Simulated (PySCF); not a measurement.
C₇H₅NS, SMILES N#Cc1ccccc1S, singlet, GFN2-xTB optimised geometry.

```
14

N     -2.01    -2.70     0.00
C     -1.42    -1.71     0.00
C     -0.69    -0.51     0.00
C     -1.39     0.70     0.00
C     -0.70     1.90     0.00
C      0.69     1.90     0.00
C      1.39     0.71     0.00
C      0.71    -0.51     0.00
S      1.66    -1.99     0.00
H     -2.47     0.69     0.00
H     -1.24     2.83     0.00
H      1.23     2.83     0.00
H      2.47     0.70     0.00
H      0.63    -2.83     0.00
```

Density from B3LYP/def2-TZVP in PySCF 2.14.0 at that geometry.

Minimum of the electron density along straight lines between bonded atoms, close to the bond critical point (lines longer than 1.1 times the sum of covalent radii, or with two minima, are not listed):

```json
[
 {"bond": "N1–C2", "length / Å": "1.148", "ρ at the minimum / e bohr⁻³": "0.503", "∇²ρ there / e bohr⁻⁵": "-0.24", "position (fraction from the first atom)": "0.65"},
 {"bond": "C2–C3", "length / Å": "1.411", "ρ at the minimum / e bohr⁻³": "0.298", "∇²ρ there / e bohr⁻⁵": "-0.90", "position (fraction from the first atom)": "0.54"},
 {"bond": "C3–C4", "length / Å": "1.397", "ρ at the minimum / e bohr⁻³": "0.315", "∇²ρ there / e bohr⁻⁵": "-0.93", "position (fraction from the first atom)": "0.51"},
 {"bond": "C4–C5", "length / Å": "1.379", "ρ at the minimum / e bohr⁻³": "0.328", "∇²ρ there / e bohr⁻⁵": "-0.99", "position (fraction from the first atom)": "0.51"},
 {"bond": "C5–C6", "length / Å": "1.389", "ρ at the minimum / e bohr⁻³": "0.322", "∇²ρ there / e bohr⁻⁵": "-0.97", "position (fraction from the first atom)": "0.50"},
 {"bond": "C6–C7", "length / Å": "1.381", "ρ at the minimum / e bohr⁻³": "0.326", "∇²ρ there / e bohr⁻⁵": "-0.98", "position (fraction from the first atom)": "0.50"},
 {"bond": "C3–C8", "length / Å": "1.403", "ρ at the minimum / e bohr⁻³": "0.311", "∇²ρ there / e bohr⁻⁵": "-0.90", "position (fraction from the first atom)": "0.50"},
 {"bond": "C7–C8", "length / Å": "1.391", "ρ at the minimum / e bohr⁻³": "0.320", "∇²ρ there / e bohr⁻⁵": "-0.95", "position (fraction from the first atom)": "0.48"},
 {"bond": "C8–S9", "length / Å": "1.761", "ρ at the minimum / e bohr⁻³": "0.202", "∇²ρ there / e bohr⁻⁵": "-0.40", "position (fraction from the first atom)": "0.49"},
 {"bond": "C4–H10", "length / Å": "1.080", "ρ at the minimum / e bohr⁻³": "0.291", "∇²ρ there / e bohr⁻⁵": "-1.06", "position (fraction from the first atom)": "0.65"},
 {"bond": "C5–H11", "length / Å": "1.079", "ρ at the minimum / e bohr⁻³": "0.290", "∇²ρ there / e bohr⁻⁵": "-1.05", "position (fraction from the first atom)": "0.65"},
 {"bond": "C6–H12", "length / Å": "1.079", "ρ at the minimum / e bohr⁻³": "0.291", "∇²ρ there / e bohr⁻⁵": "-1.05", "position (fraction from the first atom)": "0.65"},
 {"bond": "C7–H13", "length / Å": "1.079", "ρ at the minimum / e bohr⁻³": "0.290", "∇²ρ there / e bohr⁻⁵": "-1.05", "position (fraction from the first atom)": "0.65"},
 {"bond": "S9–H14", "length / Å": "1.333", "ρ at the minimum / e bohr⁻³": "0.225", "∇²ρ there / e bohr⁻⁵": "-0.68", "position (fraction from the first atom)": "0.65"}
]
```
